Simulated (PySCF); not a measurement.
C₂H₈ClNSi, SMILES N[C@@H](C)[SiH2]Cl.

Geometry: B3LYP-D3(BJ)/def2-SVP. The structure was generated by enumeration; whether it is a known compound was not checked. The values are those of a single conformer.

These are PySCF with TDA-ωB97X/def2-SVPD values and carry that method's errors.

Vertical excitations. Isolated molecule, no solvent.

**Question.** Estimate the UV-visible absorptions. (The exact figures need the calculation; the answer reports its results.)

**Answer.** 
```
state  energy (eV)  λ (nm)      f                                                                    main pairs
-----  -----------  ------  -----  ----------------------------------------------------------------------------
S1            6.87     180  0.010                          HOMO→LUMO+1 62 %, HOMO→LUMO+2 11 %, HOMO→LUMO+3 10 %
S2            7.02     177  0.003                                                                HOMO→LUMO 82 %
S3            7.87     158  0.011                                                              HOMO−2→LUMO 81 %
S4            7.98     155  0.047                                            HOMO→LUMO+3 57 %, HOMO→LUMO+1 12 %
S5            8.05     154  0.008                                                              HOMO−1→LUMO 66 %
S6            8.29     150  0.012                          HOMO→LUMO+7 33 %, HOMO→LUMO+2 28 %, HOMO→LUMO+5 16 %
S7            8.57     145  0.069        HOMO→LUMO+6 22 %, HOMO→LUMO+2 19 %, HOMO→LUMO+4 18 %, HOMO→LUMO+7 15 %
S8            8.72     142  0.062      HOMO−1→LUMO+1 20 %, HOMO→LUMO+4 18 %, HOMO→LUMO+5 16 %, HOMO→LUMO+12 9 %
S9            8.79     141  0.011   HOMO−1→LUMO+1 16 %, HOMO→LUMO+5 11 %, HOMO−2→LUMO+3 10 %, HOMO−2→LUMO+1 9 %
S10           8.91     139  0.018  HOMO−2→LUMO+1 36 %, HOMO−2→LUMO+3 15 %, HOMO−3→LUMO 11 %, HOMO−1→LUMO+1 11 %
T1            6.66     186      0                           HOMO→LUMO+1 55 %, HOMO→LUMO+3 11 %, HOMO→LUMO+2 8 %
T2            6.83     181      0                                              HOMO→LUMO 66 %, HOMO−1→LUMO 12 %
T3            7.43     167      0                                                              HOMO−2→LUMO 78 %
T4            7.70     161      0       HOMO→LUMO+3 24 %, HOMO−1→LUMO 21 %, HOMO−1→LUMO+1 10 %, HOMO→LUMO+2 7 %
```
Triplets are in the Tamm–Dancoff approximation.
